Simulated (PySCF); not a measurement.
Spinor energies of Cd¹⁹⁺ (cadmium, charge +19)

Start: [Ar] 3d10 4s1; 4s1/2 filled at m_j = +1/2. Calculated with PySCF 2.14 in an even-tempered Gaussian basis (17 s from 1.2 bohr⁻², ratio 2.8; 13 p from 1.5 bohr⁻², ratio 2.8; 8 d from 2.7 bohr⁻², ratio 2.8; 4 f from 6.8 bohr⁻², ratio 3): generalised Hartree-Fock with the X2C-1e Hamiltonian and a Gaussian nucleus; one run each with spin-orbit coupling (SO) switched off, then screened by Boettger's factors.

| spinor shell | electrons | ε, spin-free (eV) | ε, screened SO (eV) | weight of nominal j (screened SO) | rms radius, screened SO (bohr) |
| --- | --- | --- | --- | --- | --- |
| 1s1/2 | 2 | -27384.1 | -27382.3 | 1.000 | 0.0348 |
| 2s1/2 | 2 | -4598.6 | -4598.1 | 1.000 | 0.142 |
| 2p1/2 | 2 | -4174.8 | -4308.6 | 1.000 | 0.123 |
| 2p3/2 | 4 | -4174.8 | -4113.4 | 1.000 | 0.128 |
| 3s1/2 | 2 | -1294.9 | -1294.8 | 1.000 | 0.377 |
| 3p1/2 | 2 | -1151.5 | -1176.9 | 1.000 | 0.370 |
| 3p3/2 | 4 | -1151.5 | -1139.8 | 1.000 | 0.381 |
| 3d3/2 | 4 | -932.04 | -936.48 | 0.998 | 0.352 |
| 4s1/2 | 1 | -542.16 | -542.15 | 1.000 | 0.835 |

Question: Where does 3d5/2 lie, and what is the 3d spin-orbit splitting (screened SO)?

Answer: At -928.98 eV, 7.500 eV above 3d3/2.

```csv
quantity,spin-free,screened SO
E (hartree),-5443.38975,-5444.49674
M_J,1/2,1/2
⟨J²⟩,0.750,0.750
⟨L²⟩,0.000,0.010
⟨S²⟩,0.750,0.760
```

Each row is a mean over spinors that exchange with the open shell spreads, by up to 2.894 eV (3s1/2).

Breit and QED terms are absent; they matter most for the inner s and p1/2 levels.

Densities and radii are taken from the X2C orbitals without a picture-change correction, which distorts them close to the nucleus.

Without spin-orbit coupling the j labels of p, d and f shells carry no meaning; the spin-free column gives the mean over the occupied spinors of each nl shell.
